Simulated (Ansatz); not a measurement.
Ansatz (an electronic-structure program) input (HF/3-21G): The .json file is the Basis Set Exchange's 3-21G.

Ansatz 0.2 input:
```yaml
crystal:
  periodic: [false, false, false]
  atoms:
    - {symbol: Si, position_ang: [-1.48542517, -0.26099957, 0.54463817]}
    - {symbol: Ge, position_ang: [0.75278924, 0.12032196, -0.32274509]}
    - {symbol: H, position_ang: [-1.98394207, -0.04135851, 1.92904708]}
    - {symbol: H, position_ang: [-2.57741143, -0.77717353, -0.32336946]}
    - {symbol: H, position_ang: [1.26805027, 0.62222337, 1.09723087]}
basis:
  gaussian:
    orbitals: 3-21G.json
hamiltonian:
  xc: {name: HF}
magnetization: {spin_polarized: true, initial_magnetization: 1}
phonons: {temperatures: {t_min: 298.15, t_max: 298.15, t_step: 100}}
```

Output:

```
Functional definition: HF
integrals: 0.00 GiB planned
426 factors; integrals over basis functions are off by at most 3.8e-4 eV
mean field: 0.12 GiB planned
mean field evaluation 1: about -64066.4989 eV, gradient 5.8e0 eV
mean field evaluation 2: about -64066.5002 eV, gradient 5.8e0 eV
mean field evaluation 4: about -64066.9534 eV, gradient 8.0e-1 eV
mean field evaluation 8: about -64067.0053 eV, gradient 1.0e-3 eV
mean field evaluation 16: about -64062.5244 eV, gradient 9.0e0 eV
mean field evaluation 32: about -64065.0928 eV, gradient 5.3e0 eV
mean field -64067.00523485 eV, -2354.4190162048 hartree, gradient 6.7e-6 eV, S^2 0.762274; 1 other end points of the search recorded, 0 dependent functions left out
the calculation of the forces begins
reference -64067.00523485 eV, -2354.4190162048 hartree; 25, 24 occupied and 17, 18 virtual orbitals, 426 factors
these checks for a lower state are left out or cut short: stability, starts, cluster_reference, orbital_swaps, neighbouring_geometries, increment
integrals: 0.00 GiB planned
426 factors; integrals over basis functions are off by at most 3.8e-4 eV
mean field: 0.12 GiB planned
mean field -64067.00516008 eV, -2354.4190134570 hartree, gradient 3.0e-6 eV, S^2 0.762230; 0 other end points of the search recorded, 0 dependent functions left out
the calculation of the forces begins
reference -64067.00516008 eV, -2354.4190134570 hartree; 25, 24 occupied and 17, 18 virtual orbitals, 426 factors
these checks for a lower state are left out or cut short: stability, starts, cluster_reference, orbital_swaps, neighbouring_geometries, increment
integrals: 0.00 GiB planned
426 factors; integrals over basis functions are off by at most 3.8e-4 eV
mean field: 0.12 GiB planned
mean field evaluation 64: about -64067.0039 eV, gradient 4.9e-5 eV
mean field -64067.00516100 eV, -2354.4190134909 hartree, gradient 1.2e-6 eV, S^2 0.762318; 0 other end points of the search recorded, 0 dependent functions left out
the calculation of the forces begins
reference -64067.00516100 eV, -2354.4190134909 hartree; 25, 24 occupied and 17, 18 virtual orbitals, 426 factors
these checks for a lower state are left out or cut short: stability, starts, cluster_reference, orbital_swaps, neighbouring_geometries, increment
integrals: 0.00 GiB planned
426 factors; integrals over basis functions are off by at most 3.8e-4 eV
mean field: 0.12 GiB planned
mean field -64067.00519600 eV, -2354.4190147773 hartree, gradient 3.0e-6 eV, S^2 0.762286; 0 other end points of the search recorded, 0 dependent functions left out
the calculation of the forces begins
reference -64067.00519600 eV, -2354.4190147773 hartree; 25, 24 occupied and 17, 18 virtual orbitals, 426 factors
these checks for a lower state are left out or cut short: stability, starts, cluster_reference, orbital_swaps, neighbouring_geometries, increment
integrals: 0.00 GiB planned
426 factors; integrals over basis functions are off by at most 3.8e-4 eV
mean field: 0.12 GiB planned
mean field -64067.00519506 eV, -2354.4190147425 hartree, gradient 1.2e-6 eV, S^2 0.762318; 0 other end points of the search recorded, 0 dependent functions left out
the calculation of the forces begins
reference -64067.00519506 eV, -2354.4190147425 hartree; 25, 24 occupied and 17, 18 virtual orbitals, 426 factors
these checks for a lower state are left out or cut short: stability, starts, cluster_reference, orbital_swaps, neighbouring_geometries, increment
integrals: 0.00 GiB planned
426 factors; integrals over basis functions are off by at most 3.8e-4 eV
mean field: 0.12 GiB planned
mean field -64067.00520407 eV, -2354.4190150737 hartree, gradient 1.2e-6 eV, S^2 0.762321; 0 other end points of the search recorded, 0 dependent functions left out
the calculation of the forces begins
reference -64067.00520407 eV, -2354.4190150737 hartree; 25, 24 occupied and 17, 18 virtual orbitals, 426 factors
these checks for a lower state are left out or cut short: stability, starts, cluster_reference, orbital_swaps, neighbouring_geometries, increment
integrals: 0.00 GiB planned
426 factors; integrals over basis functions are off by at most 3.8e-4 eV
mean field: 0.12 GiB planned
mean field evaluation 96: about -64067.0052 eV, gradient 9.8e-6 eV
mean field -64067.00520287 eV, -2354.4190150296 hartree, gradient 3.0e-6 eV, S^2 0.762227; 0 other end points of the search recorded, 0 dependent functions left out
the calculation of the forces begins
reference -64067.00520287 eV, -2354.4190150296 hartree; 25, 24 occupied and 17, 18 virtual orbitals, 426 factors
these checks for a lower state are left out or cut short: stability, starts, cluster_reference, orbital_swaps, neighbouring_geometries, increment
integrals: 0.00 GiB planned
426 factors; integrals over basis functions are off by at most 3.8e-4 eV
[...]
mean field: 0.12 GiB planned
mean field -64067.00521280 eV, -2354.4190153944 hartree, gradient 1.1e-6 eV, S^2 0.762269; 0 other end points of the search recorded, 0 dependent functions left out
the calculation of the forces begins
reference -64067.00521280 eV, -2354.4190153944 hartree; 25, 24 occupied and 17, 18 virtual orbitals, 426 factors
these checks for a lower state are left out or cut short: stability, starts, cluster_reference, orbital_swaps, neighbouring_geometries, increment
integrals: 0.00 GiB planned
426 factors; integrals over basis functions are off by at most 3.8e-4 eV
mean field: 0.12 GiB planned
mean field -64067.00522513 eV, -2354.4190158478 hartree, gradient 2.7e-6 eV, S^2 0.762275; 0 other end points of the search recorded, 0 dependent functions left out
the calculation of the forces begins
reference -64067.00522513 eV, -2354.4190158478 hartree; 25, 24 occupied and 17, 18 virtual orbitals, 426 factors
these checks for a lower state are left out or cut short: stability, starts, cluster_reference, orbital_swaps, neighbouring_geometries, increment
integrals: 0.00 GiB planned
426 factors; integrals over basis functions are off by at most 3.8e-4 eV
mean field: 0.12 GiB planned
mean field evaluation 128: about -64067.0052 eV, gradient 1.8e-6 eV
mean field -64067.00522511 eV, -2354.4190158471 hartree, gradient 1.8e-6 eV, S^2 0.762272; 0 other end points of the search recorded, 0 dependent functions left out
the calculation of the forces begins
reference -64067.00522511 eV, -2354.4190158471 hartree; 25, 24 occupied and 17, 18 virtual orbitals, 426 factors
these checks for a lower state are left out or cut short: stability, starts, cluster_reference, orbital_swaps, neighbouring_geometries, increment
integrals: 0.00 GiB planned
426 factors; integrals over basis functions are off by at most 3.8e-4 eV
mean field: 0.12 GiB planned
mean field -64067.00520878 eV, -2354.4190152469 hartree, gradient 2.3e-6 eV, S^2 0.762275; 0 other end points of the search recorded, 0 dependent functions left out
the calculation of the forces begins
reference -64067.00520878 eV, -2354.4190152469 hartree; 25, 24 occupied and 17, 18 virtual orbitals, 426 factors
these checks for a lower state are left out or cut short: stability, starts, cluster_reference, orbital_swaps, neighbouring_geometries, increment
integrals: 0.00 GiB planned
426 factors; integrals over basis functions are off by at most 3.8e-4 eV
mean field: 0.12 GiB planned
mean field -64067.00520900 eV, -2354.4190152550 hartree, gradient 1.7e-6 eV, S^2 0.762291; 0 other end points of the search recorded, 0 dependent functions left out
the calculation of the forces begins
reference -64067.00520900 eV, -2354.4190152550 hartree; 25, 24 occupied and 17, 18 virtual orbitals, 426 factors
these checks for a lower state are left out or cut short: stability, starts, cluster_reference, orbital_swaps, neighbouring_geometries, increment
integrals: 0.00 GiB planned
426 factors; integrals over basis functions are off by at most 3.8e-4 eV
mean field: 0.12 GiB planned
mean field -64067.00519603 eV, -2354.4190147782 hartree, gradient 9.9e-7 eV, S^2 0.762265; 0 other end points of the search recorded, 0 dependent functions left out
the calculation of the forces begins
reference -64067.00519603 eV, -2354.4190147782 hartree; 25, 24 occupied and 17, 18 virtual orbitals, 426 factors
these checks for a lower state are left out or cut short: stability, starts, cluster_reference, orbital_swaps, neighbouring_geometries, increment
integrals: 0.00 GiB planned
426 factors; integrals over basis functions are off by at most 3.8e-4 eV
mean field: 0.12 GiB planned
mean field -64067.00519556 eV, -2354.4190147610 hartree, gradient 9.9e-7 eV, S^2 0.762282; 0 other end points of the search recorded, 0 dependent functions left out
the calculation of the forces begins
reference -64067.00519556 eV, -2354.4190147610 hartree; 25, 24 occupied and 17, 18 virtual orbitals, 426 factors
these checks for a lower state are left out or cut short: stability, starts, cluster_reference, orbital_swaps, neighbouring_geometries, increment
integrals: 0.00 GiB planned
426 factors; integrals over basis functions are off by at most 3.8e-4 eV
mean field: 0.12 GiB planned
mean field evaluation 160: about -64067.0052 eV, gradient 2.0e-6 eV
mean field -64067.00522140 eV, -2354.4190157106 hartree, gradient 2.0e-6 eV, S^2 0.762285; 0 other end points of the search recorded, 0 dependent functions left out
the calculation of the forces begins
reference -64067.00522140 eV, -2354.4190157106 hartree; 25, 24 occupied and 17, 18 virtual orbitals, 426 factors
these checks for a lower state are left out or cut short: stability, starts, cluster_reference, orbital_swaps, neighbouring_geometries, increment
integrals: 0.00 GiB planned
426 factors; integrals over basis functions are off by at most 3.8e-4 eV
mean field: 0.12 GiB planned
mean field -64067.00522215 eV, -2354.4190157381 hartree, gradient 2.7e-6 eV, S^2 0.762263; 0 other end points of the search recorded, 0 dependent functions left out
the calculation of the forces begins
reference -64067.00522215 eV, -2354.4190157381 hartree; 25, 24 occupied and 17, 18 virtual orbitals, 426 factors
these checks for a lower state are left out or cut short: stability, starts, cluster_reference, orbital_swaps, neighbouring_geometries, increment
integrals: 0.00 GiB planned
426 factors; integrals over basis functions are off by at most 3.8e-4 eV
mean field: 0.12 GiB planned
mean field -64067.00522251 eV, -2354.4190157513 hartree, gradient 1.5e-6 eV, S^2 0.762277; 0 other end points of the search recorded, 0 dependent functions left out
the calculation of the forces begins
reference -64067.00522251 eV, -2354.4190157513 hartree; 25, 24 occupied and 17, 18 virtual orbitals, 426 factors
these checks for a lower state are left out or cut short: stability, starts, cluster_reference, orbital_swaps, neighbouring_geometries, increment
integrals: 0.00 GiB planned
426 factors; integrals over basis functions are off by at most 3.8e-4 eV
mean field: 0.12 GiB planned
mean field -64067.00522328 eV, -2354.4190157795 hartree, gradient 1.5e-6 eV, S^2 0.762270; 0 other end points of the search recorded, 0 dependent functions left out
the calculation of the forces begins
reference -64067.00522328 eV, -2354.4190157795 hartree; 25, 24 occupied and 17, 18 virtual orbitals, 426 factors
these checks for a lower state are left out or cut short: stability, starts, cluster_reference, orbital_swaps, neighbouring_geometries, increment
integrals: 0.00 GiB planned
426 factors; integrals over basis functions are off by at most 3.8e-4 eV
mean field: 0.12 GiB planned
mean field -64067.00521662 eV, -2354.4190155348 hartree, gradient 2.1e-6 eV, S^2 0.762276; 0 other end points of the search recorded, 0 dependent functions left out
the calculation of the forces begins
reference -64067.00521662 eV, -2354.4190155348 hartree; 25, 24 occupied and 17, 18 virtual orbitals, 426 factors
these checks for a lower state are left out or cut short: stability, starts, cluster_reference, orbital_swaps, neighbouring_geometries, increment
integrals: 0.00 GiB planned
426 factors; integrals over basis functions are off by at most 3.8e-4 eV
mean field: 0.12 GiB planned
mean field evaluation 192: about -64067.0052 eV, gradient 2.0e-6 eV
mean field -64067.00521625 eV, -2354.4190155212 hartree, gradient 2.0e-6 eV, S^2 0.762276; 0 other end points of the search recorded, 0 dependent functions left out
the calculation of the forces begins
reference -64067.00521625 eV, -2354.4190155212 hartree; 25, 24 occupied and 17, 18 virtual orbitals, 426 factors
WARN: phonons: modes at or below zero, which the zero-point energy, F, S and C_V leave out: 1, the lowest at -518.45 cm⁻¹ …
Total energy: -64067.00523485 eV, -2354.4190162048 hartree
Atom 0 at    -1.485425    -0.261000     0.544638 Å, force    -0.000165    -0.000100    -0.000217 eV/Å
Atom 1 at     0.752789     0.120322    -0.322745 Å, force     0.000197     0.000074     0.000083 eV/Å
Atom 2 at    -1.983942    -0.041359     1.929047 Å, force    -0.000005     0.000010     0.000043 eV/Å
Atom 3 at    -2.577411    -0.777174    -0.323369 Å, force     0.000113     0.000081     0.000198 eV/Å
Atom 4 at     1.268050     0.622223     1.097231 Å, force    -0.000140    -0.000065    -0.000108 eV/Å
Dipole moment:     0.065954     0.027831     0.039342 e Å
Vibrations: -518.45 329.34 368.65 379.21 730.80 955.26 1944.73 2270.12 2285.81 cm⁻¹, zero-point energy 0.574290 eV
```

The blocks after the first are displaced geometries, from whose forces the wavenumbers follow.
